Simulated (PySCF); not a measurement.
C2H3ClFGa, SMILES C=[CH][Ga]([F])[Cl].

Geometry: ωB97X-D3(BJ)/def2-SVP. The structure was generated by enumeration; whether it is a known compound was not checked. The values are those of a single conformer.

Method: PBE/def2-TZVP in PySCF.

The molecule is in vacuum.

Computed frontier levels, gap, dipole moment and polarisability:
```yaml
highest_occupied_level: -7.63 eV
lowest_empty_level: -2.68 eV
orbital_gap: 4.95 eV
dipole_moment: 3.23 D
quadrupole, principal values (traceless, Buckingham form, about the centre of nuclear charge): -5.17, 1.92, 3.25 D·Å
mean_static_polarisability: 61.5 bohr³ (9.11 Å³)
polarisability_principal_values: 40.4, 67.3, 76.7 bohr³
```
